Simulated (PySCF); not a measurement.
# Electron correlation in La(3+) (lanthanum, charge +3)

[Xe], closed-shell 1S. All numbers are calculated (PySCF 2.14, the spin-free X2C one-electron Hamiltonian (Gaussian nucleus), in x2c-TZVPPall). Frozen: [Ar] 3d10; 26 electrons correlated.

```tsv
level	correlation energy (mhartree)
CCSD	-619.20
(T)	-9.62
CCSD(T)	-628.82
```

Diagnostics: T1 = 0.0013, D1 = 0.0029, largest double amplitude 0.029.

Cost of the coupled-cluster step: about 22 core-seconds, for 26 correlated electrons.

Iterations:

```
CC2 = 0
CCSD nocc = 13, nmo = 83
frozen orbitals [0, 1, 2, 3, 4, 5, 6, 7, 8, 9, 10, 11, 12, 13]
max_cycle = 100
direct = 0
conv_tol = 1e-08
conv_tol_normt = 1e-06
diis_space = 8
diis_start_cycle = 0
Init t2, MP2 energy = -8488.70131779704  E_corr(MP2) -0.664806277673525
Init E_corr(CCSD) = -0.664806277680465
cycle = 1  E_corr(CCSD) = -0.607290173093509  dE = 0.0575161046  norm(t1,t2) = 0.0249218
cycle = 2  E_corr(CCSD) = -0.619946350390211  dE = -0.0126561773  norm(t1,t2) = 0.00647236
cycle = 3  E_corr(CCSD) = -0.618780121188999  dE = 0.0011662292  norm(t1,t2) = 0.0011274
cycle = 4  E_corr(CCSD) = -0.619199431304366  dE = -0.000419310115  norm(t1,t2) = 0.000340033
cycle = 5  E_corr(CCSD) = -0.619198737269028  dE = 6.94035338e-07  norm(t1,t2) = 1.92167e-05
cycle = 6  E_corr(CCSD) = -0.619196051151685  dE = 2.68611734e-06  norm(t1,t2) = 3.04489e-06
cycle = 7  E_corr(CCSD) = -0.619196110093108  dE = -5.89414231e-08  norm(t1,t2) = 5.07603e-07
cycle = 8  E_corr(CCSD) = -0.619196147489769  dE = -3.73966617e-08  norm(t1,t2) = 6.55303e-08
cycle = 9  E_corr(CCSD) = -0.619196145802597  dE = 1.68717218e-09  norm(t1,t2) = 1.46349e-08
CCSD converged
E(CCSD) = -8488.65570766517  E_corr = -0.6191961458025971
CCSD(T) correction = -0.00962396650869038
```

This basis was not built for core-valence correlation, so the inner-shell part is incomplete.
